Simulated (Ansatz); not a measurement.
Two isomers of CH5FOSi: A = `OC(F)[SiH3]`, B = `C[SiH](O)F`.

Computed with Ansatz on PBE0-D4/def2-TZVP structures; ΔE is electronic, products minus reactants. CCSD(T)/CBS is the MP2 limit (def2-TZVPP, def2-QZVPP) plus CCSD(T) − MP2 in def2-TZVPP, frozen cores. Functionals use def2-TZVPP. B3LYP here is the variant with VWN-RPA as its local correlation; programs differ in this. Each species was taken in one conformer, which may not be the lowest.

**Question.** Which isomer does CCSD(T)/CBS put lower? Give the gap. (Estimate.)

**Answer.** Computed: B, by 102.2 kcal/mol.

**Question.** Give E(B) − E(A) in kcal/mol with MP2/def2-TZVPP, B2PLYP, B3LYP, B3LYP-D4, PBE-D4, BLYP-D4, PBE0-D4. (Estimate.)

**Answer.** Computed: MP2/def2-TZVPP -105.1, B2PLYP -100.8, B3LYP -97.9, B3LYP-D4 -98.0, PBE-D4 -93.3, BLYP-D4 -95.1, PBE0-D4 -96.8. None reverses the order clearly.

**Question.** Does the order hold for the free energy at 298.15 K (harmonic terms from PBE0-D4)? (Best estimate.)

**Answer.** Computed: Yes: G(B) − G(A) = -100.1 kcal/mol, for one conformer each.

Largest T1 diagnostic: 0.012.

At CCSD(T), def2-SVP lies +14.1 kcal/mol from the extrapolated value and def2-TZVPP +1.8 kcal/mol. From BLYP to BHLYP (50 % exact exchange), in def2-TZVPP and without D4, E(B) − E(A) moves by −6.4 kcal/mol.
